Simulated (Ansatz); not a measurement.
A nudged elastic band was laid between two geometries of C₃H₆Se (10 atoms, charge 0, multiplicity 1).

The calculation used RKS BLYP/def2-mTZVP in Ansatz 0.2.0.

| Item | Value |
| --- | --- |
| movable images | 5 |
| climbing image | yes |
| spring | 5.0 eV/Å² |
| optimiser | quadratic models (default) |
| start path | through a guess of the saddle point |
| force threshold | 0.05 eV/Å |
| iteration limit | 60 |
| end points | relaxed |

Image 0:

```xyz
10
Properties=species:S:1:pos:R:3
C -0.746 1.015 0.130
C 0.131 -0.033 -0.518
C 0.914 -0.983 0.295
Se -0.590 -1.946 -0.662
H -1.541 1.350 -0.548
H -1.216 0.633 1.044
H -0.140 1.897 0.397
H 0.579 0.259 -1.469
H 0.787 -0.960 1.377
H 1.904 -1.283 -0.043
```

Image 6:

```xyz
10
Properties=species:S:1:pos:R:3
C -0.815 1.347 0.228
C -0.087 0.233 -0.480
C 0.367 -0.875 0.119
Se 1.140 -2.366 -0.863
H -1.831 1.475 -0.177
H -0.902 1.160 1.306
H -0.297 2.308 0.086
H 0.066 0.363 -1.555
H 0.240 -1.044 1.190
H 2.203 -2.653 0.149
```

(1) What changes between the two ends?

(2) Give the energies along the band, and the barrier.

(3) What is the geometry of the highest image?

Results:

(1) Bonds broken: C2–Se4, C3–H10. Bonds formed: Se4–H10.

(2) It converged. The highest image is number 2 of 0 to 6, 3.11 eV above the first end and 2.94 eV above the last; the last end lies 0.17 eV above the first. Neighbouring images differ by up to 2.0 eV, so the band resolves the path poorly. A vibrational analysis at the climbing image gives one clearly imaginary mode, 733i cm⁻¹: a first-order saddle point. The orbitals stay closed-shell, which can raise the energy where a bond breaks towards radicals; this wasn't checked here.

| image | path coordinate (Å) | energy (eV) | C2–Se4 (Å) | C3–H10 (Å) | Se4–H10 (Å) |
| --- | --- | --- | --- | --- | --- |
| 0 | 0.00 | 0.00 | 2.05 | 1.09 | 2.65 |
| 1 | 0.81 | 1.14 | 2.09 | 1.17 | 2.06 |
| 2 | 1.62 | 3.11 | 2.12 | 1.97 | 1.53 |
| 3 | 2.47 | 2.11 | 2.48 | 2.41 | 1.46 |
| 4 | 3.32 | 0.83 | 2.73 | 2.66 | 1.48 |
| 5 | 4.17 | 0.30 | 2.84 | 2.65 | 1.49 |
| 6 | 5.02 | 0.17 | 2.90 | 2.56 | 1.50 |

(3) 
```xyz
10
Properties=species:S:1:pos:R:3
C -0.809 1.002 0.128
C 0.320 0.099 -0.353
C 1.254 -0.579 0.532
Se -0.233 -1.929 -0.603
H -1.564 1.179 -0.649
H -1.301 0.601 1.024
H -0.377 1.980 0.391
H 0.696 0.373 -1.343
H 0.821 -0.637 1.550
H 1.277 -2.140 -0.674
```

Run time: 83 s on 2 threads of INTEL(R) XEON(R) PLATINUM 8581C CPU @ 2.30GHz (Emerald Rapids) (shared host), peak memory 0.24 GiB.
